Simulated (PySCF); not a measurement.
**CuHF at several levels of theory**

All levels use the PBE0 minimum (doublet; Cu–F 1.754 Å, Cu–H 1.483 Å; F–Cu–H 180.0°), basis [Cu def2-TZVP, H def2-TZVP, F def2-TZVP], no relativity, density fitting, no spin–orbit coupling, PySCF. For vertical energies the ionised species is a triplet (spins chosen at PBE0 and kept) and the electron-attached one a singlet. Atomisation goes to high-spin ground-configuration atoms, without zero-point energy. Open shells are unrestricted, also as the reference of the correlated levels. A dash marks a value that was not computed or is not defined at that level.

Coordinates in bohr (charge 0 multiplicity 2):
```
Cu    0.0000    0.0000   -0.7253
H     0.0000    0.0000   -3.5285
F     0.0000    0.0000    2.5895
```

| level | atomisation (kJ/mol) | vertical IP (eV) | vertical EA (eV) | −ε(HOMO) (eV) | dipole (D) |
| --- | --- | --- | --- | --- | --- |
| CCSD(T) | 553 | 12.20 | 2.66 | – | – |
| HF | 468 | 12.10 | 0.06 | 12.11 | 2.11 |
| MP2 | 425 | 11.16 | 4.48 | – | – |
| PBE0 | 549 | 11.88 | 2.79 | 9.37 | 2.42 |
| PBE | 577 | 11.57 | 3.06 | 7.32 | 2.45 |
| B3LYP | 555 | 11.95 | 3.02 | 9.21 | 2.47 |
| r2SCAN | 596 | 11.69 | 2.89 | 7.86 | 2.36 |
| wB97X | 581 | 12.06 | 3.05 | 11.87 | 2.47 |

For CuHF itself CCSD(T) correlates 27 electrons; T1 = 0.043, D1 = 0.288, (T) = -46 kJ/mol.

**Question.** Which levels differ least and most from CCSD(T) in the atomisation?

**Answer.** Least: B3LYP (+2 kJ/mol); most: MP2 (-128 kJ/mol). CCSD(T) atomisation energies in a triple-zeta basis lie tens of kJ/mol low, so this is no ranking by accuracy.

Without diffuse functions attachment energies tend to come out too low.

With open d or f shells other occupations or spin states may lie lower.
